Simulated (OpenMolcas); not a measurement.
**Pd2+: moving or changing the point charges**

Pd2+ among 6 point charges of -1.7 e arranged as an octahedron (Oh), 1.89 Å from the ion.
```
   1.8900    0.0000    0.0000  -1.70
   0.0000    1.8900    0.0000  -1.70
  -1.8900    0.0000    0.0000  -1.70
   0.0000   -1.8900    0.0000  -1.70
   0.0000    0.0000    1.8900  -1.70
   0.0000    0.0000   -1.8900  -1.70
```

```
Program             : OpenMolcas
Method              : SS-CASPT2, IPEA 0.25 Eh, imaginary shift 0.1 Eh (closed shells correlated: 4s 4p)
Basis               : ANO-RCC-VDZP [6s5p3d1f]
Scalar Hamiltonian  : DKH2, point nucleus
Active space        : 8 electrons in 5 orbitals (4d)
State averaging     : 2S+1 = 3 even, 10 roots; 2S+1 = 1 even, 15 roots
Spin-orbit coupling : state interaction with AMFI integrals over the reference wave functions
```

Runs around this geometry, states (labels of O, the rotations of Oh). Energies in cm-1 above the lowest state or level, χT in cm3 K/mol; 10Dq and B are least-squares fits to the states below 45000 cm-1, weighted by degeneracy, with a free offset, and given where the rms deviation is under 5 % of |10Dq| (or 100 cm-1) and under 700 cm-1.

```csv
R (Å),q (e),Ground state,First state of that spin,10Dq,B (rms of fit),First gap with spin-orbit (degeneracies),χT at 300 K,First state of another spin
1.89,-1.36,3A2,3T2 9590,9282,790 (305),"8520 (3, 2)",1.684,1E 12850
1.89,-1.7,3A2,3T2 11760,11393,852 (263),"10400 (3, 2)",1.567,1E 13180
1.99,-1.7,3A2,3T2 9300,9375,820 (268),"8310 (3, 2)",1.704,1E 12950
```

Taking |10Dq| as R^-n, n = -ln(9375 / 11393) / ln(1.99 / 1.89) = 3.8 between the shortest and longest distance. The point-charge formula for a cubic d site gives n = 5.

Scaling the charges by -1.36 / -1.7 = 0.80 scales |10Dq| by 9282 / 11393 = 0.81; with fixed orbitals a first-order splitting would follow the charge.

Roots that are degenerate in the reference are averaged as groups; the widest CASPT2 spread within a group is 460 cm-1 (the 3-fold group of multiplicity 3 near 11800 cm-1 above the lowest state of its run, R = 1.89, q = -1.7). Shifts and gaps below about the spread of the groups concerned are not significant. Real 4d8 and 5d8 ions are as a rule square planar and diamagnetic. Free-ion shares, where given, are those of the reference states; single-state CASPT2 does not remix them. Point charges carry no covalency, so the field is a model and not that of real ligands. No measured value stands beside these numbers.
